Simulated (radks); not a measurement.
Problem. The gallium ion Ga2+, [Ar] 3d10 4s1. All-electron calculation, non-relativistic Kohn-Sham, exchange-only LDA, spin-polarised, spherical densities, point nucleus. Program: a radial shooting solver on a logarithmic mesh with Libxc functionals. Every spin shell is full or empty, so the densities are truly spherical. Functionals are evaluated on that one density, not self-consistently. Rank these exchange functionals by their error against the exact value of the orbitals, and give that value: LDA, B88, PBE, PBEsol, revPBE, RPBE, PW86, OPTX, AM05, B86b, G96, TPSS, revTPSS, MS2.

Solution. Exact: -72.8716 hartree. From best to worst, with 100 (|E| - |E exact|)/|E exact| (equal figures are ties): revPBE +0.03, RPBE +0.11, MS2 -0.19, PBE -0.19, TPSS +0.19, B88 +0.31, B86b +0.32, PW86 +0.36, revTPSS -0.54, G96 +0.54, OPTX +0.98, PBEsol -2.44, AM05 -5.16, LDA -5.68.
